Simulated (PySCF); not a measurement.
Match the calculated data to a structure.

All candidates are C5H12OSSi.

- 1H NMR: chemical shifts (computed TMS as zero) by class: 6.68 (1 H), 6.41 (1 H), 5.98 (1 H), 5.83 (1 H), 4.06 (1 H), 1.34 (3 H), 1.28 (3 H), -0.11 (1 H) ppm [GIAO PBE0/pcSseg-1]
- Rotational structure: rotational constants A, B, C: 2.011, 0.845, 0.691 GHz [GFN2-xTB]
- 13C NMR: chemical shifts (computed TMS as zero) by class: 148.9 (1 C), 141.7 (1 C), 69.9 (1 C), 27.9 (1 C), 27.0 (1 C) ppm [GIAO PBE0/pcSseg-1]
- Dipole: 0.95 D [PBE0/pcSseg-1]
- NMR, other nuclei: isotropic shieldings of nuclei other than C and H, by class: 267 (1 O), 365 (1 Si), 708 (1 S) ppm [GIAO PBE0/pcSseg-1]

Electronic properties: PySCF, gas phase, density fitting. Levels stand in brackets. The structure is a single GFN2-xTB conformer in the gas phase; no vibrational or solvent corrections. GFN2-xTB frequencies show an imaginary mode (25i cm⁻¹), so this geometry is no minimum at that level. Each NMR value is the plain mean over a class of atoms that symmetry, rotation or inversion makes alike.

Task: Which candidate is it?
A. `COC[SiH2]SC1CC1`
B. `C=CC[Si@](O)(S)CC`
C. `C=C(C)C[Si@@H](S)OC`
D. `CC[C@@H]1CS[C@@H]1O[SiH3]`
E. `C=C[Si@@H](S)OC(C)C`

Result: E. It is `C=C[Si@@H](S)OC(C)C`. Numbering: `[CH2:1]=[CH:2][Si@@H:3]([SH:4])[O:5][CH:6]([CH3:7])[CH3:8]`. Its formula, C5H12OSSi, gives 1 degree of unsaturation: 0 rings and 1 π bond in the structure found. 5 carbons fall into 5 classes; from least to most shielded: alkene CH carbon [C2] (148.9 ppm), terminal =CH2 carbon [C1] (141.7 ppm), sp3 carbon bound to oxygen [C6] (69.9 ppm), methyl carbon [C8] (27.9 ppm), methyl carbon [C7] (27.0 ppm). Hydrogen classes from least to most shielded: 1 H on an alkene CH carbon, C2 (6.68 ppm), 1 H on a terminal =CH2 carbon, C1 (6.41 ppm), 1 H on an oxygen-bound silicon, Si3 (5.98 ppm), 1 H on a terminal =CH2 carbon, C1 (5.83 ppm), 1 H on an sp3 carbon bound to oxygen, C6 (4.06 ppm), 3 H on a methyl carbon, C8 (1.34 ppm, a mean of values up to 0.8 ppm apart in this geometry), 3 H on a methyl carbon, C7 (1.28 ppm), 1 H on a sulfur bonded to Si and H, S4 (-0.11 ppm). The other shieldings belong to: 267 ppm, silyl ether oxygen [O5]; 365 ppm, oxygen-bound silicon [Si3]; 708 ppm, sulfur bonded to Si and H [S4]. The optimised geometry has point group C1 and is an asymmetric top.

The others, at the same levels:
- `C=C(C)C[Si@@H](S)OC` fails: its computed 13C shifts are 151.6 (1 C), 115.9 (1 C), 54.6 (1 C), 33.9 (1 C), 28.2 (1 C) ppm, 1H shifts are 5.69 (1 H), 5.03 (1 H), 4.90 (1 H), 3.84 (3 H), 1.96 (1 H), 1.90 (1 H), 1.75 (3 H), 1.26 (1 H) ppm and rotational constant A is 2.210 GHz (against 2.011 GHz).
- `CC[C@@H]1CS[C@@H]1O[SiH3]` fails: its computed 13C shifts are 83.6 (1 C), 50.6 (1 C), 34.3 (1 C), 28.3 (1 C), 11.4 (1 C) ppm, 1H shifts are 5.45 (1 H), 4.86 (3 H), 3.27 (1 H), 3.11 (1 H), 3.04 (1 H), 1.88 (1 H), 1.40 (1 H), 0.80 (3 H) ppm and dipole moment is 1.35 D (against 0.95 D).
- `C=CC[Si@](O)(S)CC` fails: its computed 13C shifts are 144.0 (1 C), 121.4 (1 C), 27.5 (1 C), 14.6 (1 C), 8.7 (1 C) ppm, 1H shifts are 6.25 (1 H), 5.40 (1 H), 5.17 (1 H), 2.22 (1 H), 1.84 (1 H), 1.53 (1 H), 1.23 (1 H), 1.11 (3 H), 0.98 (1 H), 0.73 (1 H) ppm and rotational constant A is 1.747 GHz (against 2.011 GHz).
- `COC[SiH2]SC1CC1` fails: it has 4 carbon classes against 5; its computed 13C shifts are 65.6 (1 C), 63.6 (1 C), 14.7 (1 C), 10.8 (2 C) ppm, 1H shifts are 4.83 (2 H), 3.49 (3 H), 3.34 (2 H), 1.71 (1 H), 0.83 (2 H), 0.51 (2 H) ppm and rotational constant A is 5.427 GHz (against 2.011 GHz).

Each candidate is one conformer, not necessarily the lowest. The conformers computed, where there is a choice (atom-mapped SMILES and torsion angles):
- `[CH2:1]=[CH:2][Si@@H:3]([SH:4])[O:5][CH:6]([CH3:7])[CH3:8]`: C1–C2–Si3–S4 71°, C2–Si3–O5–C6 -159°, Si3–O5–C6–C7 -125°, H–S4–Si3–C2 -48°
- `[CH2:1]=[C:2]([CH3:3])[CH2:4][Si@@H:5]([SH:6])[O:7][CH3:8]`: C1–C2–C4–Si5 -94°, C2–C4–Si5–S6 57°, C4–Si5–O7–C8 -168°, H–S6–Si5–C4 -33°
- `[CH3:1][CH2:2][C@@H:3]1[CH2:4][S:5][C@@H:6]1[O:7][SiH3:8]`: C1–C2–C3–C4 -68°, S5–C6–O7–Si8 61°
- `[CH3:1][O:2][CH2:3][SiH2:4][S:5][CH:6]1[CH2:7][CH2:8]1`: C1–O2–C3–Si4 -179°, O2–C3–Si4–S5 175°, C3–Si4–S5–C6 178°, Si4–S5–C6–C7 78°

The conformers of `C=CC[Si@](O)(S)CC` aren't listed.
